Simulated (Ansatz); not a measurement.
Basis-set extrapolation for C2H6AlFSi, SMILES `C=C(F)[SiH2][AlH2]` (PBE0-D4/def2-TZVP geometry, frozen core, the Gaussian-basis code of Ansatz). Multiplicity 1, RHF reference.

```
                      def2-TZVPP   def2-QZVPP
                 HF  -709.559651  -709.583417
    MP2 correlation    -0.767710    -0.827648
CCSD(T) correlation    -0.851663      not run
```

Energies in hartree. Use E(X) = E(∞) + A·exp(−7.88·√X) for Hartree–Fock and E(X) = E(∞) + B·X^(−2.97) for correlation, with X = 3 and 4, and add CCSD(T) minus MP2 of the smaller set to the MP2 limit.

**Question.** What is the CCSD(T) energy at the basis-set limit?

**Answer.** HF limit: -709.583417 + (-0.023766) × 0.13774 = -709.58669. MP2 limit: -0.827648 + (-0.059938) × 0.74074 = -0.87205. Higher-order term: -0.851663 − (-0.767710) = -0.08395. Total: -710.54269 hartree, 344.9 kJ/mol below CCSD(T)/def2-TZVPP.
